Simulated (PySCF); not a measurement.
# Computed records: AlH2O2

Computed with PySCF 2.14.0. Calculation on a computer-drawn molecule: vertical ionisation energy to the stated ion spin, frozen-core CCSD(T) at the basis limit and cheaper methods, single-reference cases, UHF for radicals, no spin-orbit; all values are single points at the evaluated structure, the first of each entry, which is the reference or a displaced copy of it and isn't optimised; the reference structure only sets the zero of the energies above reference; triples share is (T) over the correlation energy.

Common to all runs: charge 1; multiplicity 1; ion multiplicity 2; diffuse functions no; basis cc-pV(n+d)Z; reference is the Hartree-Fock double-zeta minimum; best is HF at quadruple zeta + MP2 correlation extrapolated from triple and quadruple zeta + CCSD(T) minus MP2 at triple zeta; basis step is the size of the change from the same recipe one zeta lower.

(1) AlH2O2

Evaluated structure:
```xyz
5
AlH2O2
O      2.1961    -0.7710     0.3612
Al     1.6956     0.4986    -0.1436
O      1.1997     1.9556    -0.7261
H      2.4374    -1.5684     0.7846
H      0.8752     2.7005    -1.0925
```

Reference structure:
```xyz
5
AlH2O2
O      2.1375    -0.7766     0.4047
Al     1.6425     0.6098    -0.1816
O      1.1475     1.9961    -0.7682
H      2.4312    -1.6027     0.7536
H      0.8529     2.8218    -1.1174
```

* ionisation energy best: 18.99 eV
* ionisation energy basis step: 0.03819 eV
* energy above reference best: 16.65 kcal/mol
* energy above reference basis step: 0.4678 kcal/mol
* ionisation energy Koopmans at triple zeta: 20.02 eV
* ionisation energy EOM CCSD at triple zeta: 18.8 eV
* total energy HF triple zeta: -392.6978 hartree
* total energy CCSD(T) triple zeta: -393.2479 hartree
* total energy best: -393.3373 hartree
* T1 diagnostic at triple zeta: 0.01167
* D1 diagnostic at triple zeta: 0.02816
* ion T1 diagnostic at triple zeta: 0.01463
* ion D1 diagnostic at triple zeta: 0.06028
* ion spin squared at triple zeta: 0.7559
* triples share at triple zeta: 0.03108
* basis functions triple zeta: 127

Drawn bonds:
| atom | other atom | order |
| --- | --- | --- |
| 1 | 2 | 1 |
| 2 | 3 | 1 |
| 1 | 4 | 1 |
| 3 | 5 | 1 |

Triple zeta:
| method | ionisation energy (eV) | energy above reference (kcal/mol) |
| --- | --- | --- |
| HF | 17.11 | 14.17 |
| PBE | 18.31 | 17.65 |
| r2SCAN | 18.4 | 16.44 |
| B3LYP | 18.67 | 16.57 |
| wB97X | 18.85 | 16.25 |
| MP2 | 19.01 | 17.22 |
| CCSD | 18.7 | 16.48 |
| CCSD(T) | 18.8 | 16.86 |

(2) AlH2O2

Evaluated structure:
```xyz
5
AlH2O2
O      2.1961    -0.7710     0.3612
Al     1.6887     0.5161    -0.1506
O      1.1928     1.9731    -0.7331
H      2.4374    -1.5684     0.7846
H      0.8683     2.7180    -1.0995
```

Reference structure:
```xyz
5
AlH2O2
O      2.1375    -0.7766     0.4047
Al     1.6425     0.6098    -0.1816
O      1.1475     1.9961    -0.7682
H      2.4312    -1.6027     0.7536
H      0.8529     2.8218    -1.1174
```

- ionisation energy best: 19.01 eV
- ionisation energy basis step: 0.03943 eV
- energy above reference best: 12.91 kcal/mol
- energy above reference basis step: 0.3984 kcal/mol
- ionisation energy Koopmans at triple zeta: 20.05 eV
- ionisation energy EOM CCSD at triple zeta: 18.83 eV
- total energy HF triple zeta: -392.7032 hartree
- total energy CCSD(T) triple zeta: -393.2539 hartree
- total energy best: -393.3433 hartree
- T1 diagnostic at triple zeta: 0.0118
- D1 diagnostic at triple zeta: 0.02851
- ion T1 diagnostic at triple zeta: 0.01563
- ion D1 diagnostic at triple zeta: 0.06642
- ion spin squared at triple zeta: 0.7559
- triples share at triple zeta: 0.03123
- basis functions triple zeta: 127

Drawn bonds:
| atom | other atom | order |
| --- | --- | --- |
| 1 | 2 | 1 |
| 2 | 3 | 1 |
| 1 | 4 | 1 |
| 3 | 5 | 1 |

Triple zeta:
| method | ionisation energy (eV) | energy above reference (kcal/mol) |
| --- | --- | --- |
| HF | 17.14 | 10.81 |
| PBE | 18.27 | 13.84 |
| r2SCAN | 18.37 | 12.81 |
| B3LYP | 18.65 | 12.93 |
| wB97X | 18.87 | 12.64 |
| MP2 | 19.03 | 13.4 |
| CCSD | 18.72 | 12.78 |
| CCSD(T) | 18.82 | 13.1 |

(3) AlH2O2

Evaluated structure:
```xyz
5
AlH2O2
O      2.1961    -0.7710     0.3612
Al     1.5514     0.8642    -0.2890
O      1.0555     2.3212    -0.8715
H      2.4374    -1.5684     0.7846
H      0.7310     3.0661    -1.2379
```

Reference structure:
```xyz
5
AlH2O2
O      2.1375    -0.7766     0.4047
Al     1.6425     0.6098    -0.1816
O      1.1475     1.9961    -0.7682
H      2.4312    -1.6027     0.7536
H      0.8529     2.8218    -1.1174
```

- ionisation energy best: 17.76 eV
- ionisation energy basis step: 0.03337 eV
- energy above reference best: 31.65 kcal/mol
- energy above reference basis step: 1.078 kcal/mol
- ionisation energy Koopmans at triple zeta: 18.91 eV
- ionisation energy EOM CCSD at triple zeta: 17.58 eV
- total energy HF triple zeta: -392.6611 hartree
- total energy CCSD(T) triple zeta: -393.2242 hartree
- total energy best: -393.3134 hartree
- T1 diagnostic at triple zeta: 0.01594
- D1 diagnostic at triple zeta: 0.0397
- ion T1 diagnostic at triple zeta: 0.0161
- ion D1 diagnostic at triple zeta: 0.05307
- ion spin squared at triple zeta: 0.7573
- triples share at triple zeta: 0.03465
- basis functions triple zeta: 127

Drawn bonds:
| atom | other atom | order |
| --- | --- | --- |
| 1 | 2 | 1 |
| 2 | 3 | 1 |
| 1 | 4 | 1 |
| 3 | 5 | 1 |

Triple zeta:
| method | ionisation energy (eV) | energy above reference (kcal/mol) |
| --- | --- | --- |
| HF | 15.78 | 37.24 |
| PBE | 17.26 | 29.57 |
| r2SCAN | 17.29 | 32.46 |
| B3LYP | 17.56 | 32.21 |
| wB97X | 17.61 | 32.66 |
| MP2 | 17.78 | 31.05 |
| CCSD | 17.43 | 32.91 |
| CCSD(T) | 17.55 | 31.78 |

(4) AlH2O2

Evaluated structure:
```xyz
5
AlH2O2
O      2.1961    -0.7710     0.3612
Al     1.5064     0.9785    -0.3345
O      1.0105     2.4355    -0.9170
H      2.4374    -1.5684     0.7846
H      0.6860     3.1804    -1.2834
```

Reference structure:
```xyz
5
AlH2O2
O      2.1375    -0.7766     0.4047
Al     1.6425     0.6098    -0.1816
O      1.1475     1.9961    -0.7682
H      2.4312    -1.6027     0.7536
H      0.8529     2.8218    -1.1174
```

* ionisation energy best: 17.06 eV
* ionisation energy basis step: 0.03076 eV
* energy above reference best: 52.89 kcal/mol
* energy above reference basis step: 1.454 kcal/mol
* ionisation energy Koopmans at triple zeta: 18.23 eV
* ionisation energy EOM CCSD at triple zeta: 16.87 eV
* total energy HF triple zeta: -392.6234 hartree
* total energy CCSD(T) triple zeta: -393.1901 hartree
* total energy best: -393.2796 hartree
* T1 diagnostic at triple zeta: 0.01809
* D1 diagnostic at triple zeta: 0.04626
* ion T1 diagnostic at triple zeta: 0.01531
* ion D1 diagnostic at triple zeta: 0.04242
* ion spin squared at triple zeta: 0.758
* triples share at triple zeta: 0.03597
* basis functions triple zeta: 127

Drawn bonds:
| atom | other atom | order |
| --- | --- | --- |
| 1 | 2 | 1 |
| 2 | 3 | 1 |
| 1 | 4 | 1 |
| 3 | 5 | 1 |

Triple zeta:
| method | ionisation energy (eV) | energy above reference (kcal/mol) |
| --- | --- | --- |
| HF | 15 | 60.91 |
| PBE | 16.83 | 49.5 |
| r2SCAN | 16.76 | 53.7 |
| B3LYP | 16.98 | 53.3 |
| wB97X | 16.88 | 54.18 |
| MP2 | 17.06 | 52.3 |
| CCSD | 16.69 | 54.84 |
| CCSD(T) | 16.82 | 53.15 |

(5) AlH2O2

Evaluated structure:
```xyz
5
AlH2O2
O      2.1314    -0.7971     0.4736
Al     1.6614     0.6267    -0.1263
O      1.1420     2.0889    -0.7933
H      2.4137    -1.6020     0.7937
H      0.8053     2.8239    -1.1138
```

Reference structure:
```xyz
5
AlH2O2
O      2.1375    -0.7766     0.4047
Al     1.6425     0.6098    -0.1816
O      1.1475     1.9961    -0.7682
H      2.4312    -1.6027     0.7536
H      0.8529     2.8218    -1.1174
```

- ionisation energy best: 18.96 eV
- ionisation energy basis step: 0.04745 eV
- energy above reference best: 11.05 kcal/mol
- energy above reference basis step: 0.08256 kcal/mol
- ionisation energy Koopmans at triple zeta: 20.03 eV
- ionisation energy EOM CCSD at triple zeta: 18.78 eV
- total energy HF triple zeta: -392.7017 hartree
- total energy CCSD(T) triple zeta: -393.2568 hartree
- total energy best: -393.3462 hartree
- T1 diagnostic at triple zeta: 0.01318
- D1 diagnostic at triple zeta: 0.0321
- ion T1 diagnostic at triple zeta: 0.02364
- ion D1 diagnostic at triple zeta: 0.1127
- ion spin squared at triple zeta: 0.756
- triples share at triple zeta: 0.03242
- basis functions triple zeta: 127

Drawn bonds:
| atom | other atom | order |
| --- | --- | --- |
| 1 | 2 | 1 |
| 2 | 3 | 1 |
| 1 | 4 | 1 |
| 3 | 5 | 1 |

Triple zeta:
| method | ionisation energy (eV) | energy above reference (kcal/mol) |
| --- | --- | --- |
| HF | 17.11 | 11.72 |
| PBE | 17.92 | 11.56 |
| r2SCAN | 18.04 | 11.78 |
| B3LYP | 18.34 | 11.86 |
| wB97X | 18.75 | 11.64 |
| MP2 | 18.98 | 11.13 |
| CCSD | 18.67 | 11.49 |
| CCSD(T) | 18.76 | 11.3 |

(6) AlH2O2

Evaluated structure:
```xyz
5
AlH2O2
O      2.1440    -0.7644     0.4603
Al     1.6300     0.6232    -0.1772
O      1.1644     2.0004    -0.7699
H      2.4221    -1.5982     0.7637
H      0.7969     2.9718    -1.2094
```

Reference structure:
```xyz
5
AlH2O2
O      2.1375    -0.7766     0.4047
Al     1.6425     0.6098    -0.1816
O      1.1475     1.9961    -0.7682
H      2.4312    -1.6027     0.7536
H      0.8529     2.8218    -1.1174
```

* ionisation energy best: 19.06 eV
* ionisation energy basis step: 0.06474 eV
* energy above reference best: 14.3 kcal/mol
* energy above reference basis step: 0.4115 kcal/mol
* ionisation energy Koopmans at triple zeta: 20.09 eV
* ionisation energy EOM CCSD at triple zeta: 18.76 eV
* total energy HF triple zeta: -392.6917 hartree
* total energy CCSD(T) triple zeta: -393.2522 hartree
* total energy best: -393.3411 hartree
* T1 diagnostic at triple zeta: 0.01282
* D1 diagnostic at triple zeta: 0.031
* ion T1 diagnostic at triple zeta: 0.03863
* ion D1 diagnostic at triple zeta: 0.2019
* ion spin squared at triple zeta: 0.7575
* triples share at triple zeta: 0.03306
* basis functions triple zeta: 127

Drawn bonds:
| atom | other atom | order |
| --- | --- | --- |
| 1 | 2 | 1 |
| 2 | 3 | 1 |
| 1 | 4 | 1 |
| 3 | 5 | 1 |

Triple zeta:
| method | ionisation energy (eV) | energy above reference (kcal/mol) |
| --- | --- | --- |
| HF | 17.22 | 18.05 |
| PBE | 17.83 | 12.1 |
| r2SCAN | 17.96 | 13.78 |
| B3LYP | 18.24 | 13.5 |
| wB97X | 18.68 | 14.35 |
| MP2 | 19.13 | 13.84 |
| CCSD | 18.78 | 14.69 |
| CCSD(T) | 18.85 | 14.17 |

(7) AlH2O2

Evaluated structure:
```xyz
5
AlH2O2
O      2.1397    -0.7761     0.4039
Al     1.6416     0.6101    -0.1814
O      1.1477     1.9979    -0.7673
H      2.4316    -1.6024     0.7540
H      0.8530     2.8219    -1.1173
```

Reference structure:
```xyz
5
AlH2O2
O      2.1375    -0.7766     0.4047
Al     1.6425     0.6098    -0.1816
O      1.1475     1.9961    -0.7682
H      2.4312    -1.6027     0.7536
H      0.8529     2.8218    -1.1174
```

* ionisation energy best: 19.38 eV
* ionisation energy basis step: 0.06965 eV
* energy above reference best: 0.004342 kcal/mol
* energy above reference basis step: 0.0004298 kcal/mol
* ionisation energy Koopmans at triple zeta: 20.36 eV
* ionisation energy EOM CCSD at triple zeta: 19.08 eV
* total energy HF triple zeta: -392.7204 hartree
* total energy CCSD(T) triple zeta: -393.2748 hartree
* total energy best: -393.3638 hartree
* T1 diagnostic at triple zeta: 0.01219
* D1 diagnostic at triple zeta: 0.0295
* ion T1 diagnostic at triple zeta: 0.04035
* ion D1 diagnostic at triple zeta: 0.2129
* ion spin squared at triple zeta: 0.756
* triples share at triple zeta: 0.03192
* basis functions triple zeta: 127

Drawn bonds:
| atom | other atom | order |
| --- | --- | --- |
| 1 | 2 | 1 |
| 2 | 3 | 1 |
| 1 | 4 | 1 |
| 3 | 5 | 1 |

Triple zeta:
| method | ionisation energy (eV) | energy above reference (kcal/mol) |
| --- | --- | --- |
| HF | 17.59 | 0.005454 |
| PBE | 18.11 | 0.01187 |
| r2SCAN | 18.25 | 0.01181 |
| B3LYP | 18.53 | 0.01291 |
| wB97X | 18.97 | 0.01022 |
| MP2 | 19.43 | 0.004997 |
| CCSD | 19.11 | 0.007343 |
| CCSD(T) | 19.18 | 0.006416 |

(8) AlH2O2

Evaluated structure:
```xyz
5
AlH2O2
O      2.1397    -0.7761     0.4039
Al     1.6416     0.6101    -0.1814
O      1.1817     1.9025    -0.7270
H      2.4316    -1.6024     0.7540
H      0.8870     2.7265    -1.0770
```

Reference structure:
```xyz
5
AlH2O2
O      2.1375    -0.7766     0.4047
Al     1.6425     0.6098    -0.1816
O      1.1475     1.9961    -0.7682
H      2.4312    -1.6027     0.7536
H      0.8529     2.8218    -1.1174
```

- ionisation energy best: 19.28 eV
- ionisation energy basis step: 0.04451 eV
- energy above reference best: 8.577 kcal/mol
- energy above reference basis step: 0.3803 kcal/mol
- ionisation energy Koopmans at triple zeta: 20.32 eV
- ionisation energy EOM CCSD at triple zeta: 19.08 eV
- total energy HF triple zeta: -392.7101 hartree
- total energy CCSD(T) triple zeta: -393.2611 hartree
- total energy best: -393.3502 hartree
- T1 diagnostic at triple zeta: 0.01136
- D1 diagnostic at triple zeta: 0.02726
- ion T1 diagnostic at triple zeta: 0.01907
- ion D1 diagnostic at triple zeta: 0.08988
- ion spin squared at triple zeta: 0.7559
- triples share at triple zeta: 0.0311
- basis functions triple zeta: 127

Drawn bonds:
| atom | other atom | order |
| --- | --- | --- |
| 1 | 2 | 1 |
| 2 | 3 | 1 |
| 1 | 4 | 1 |
| 3 | 5 | 1 |

Triple zeta:
| method | ionisation energy (eV) | energy above reference (kcal/mol) |
| --- | --- | --- |
| HF | 17.42 | 6.477 |
| PBE | 18.37 | 9.123 |
| r2SCAN | 18.49 | 8.117 |
| B3LYP | 18.77 | 8.19 |
| wB97X | 19.09 | 8.03 |
| MP2 | 19.3 | 8.976 |
| CCSD | 18.99 | 8.272 |
| CCSD(T) | 19.08 | 8.625 |
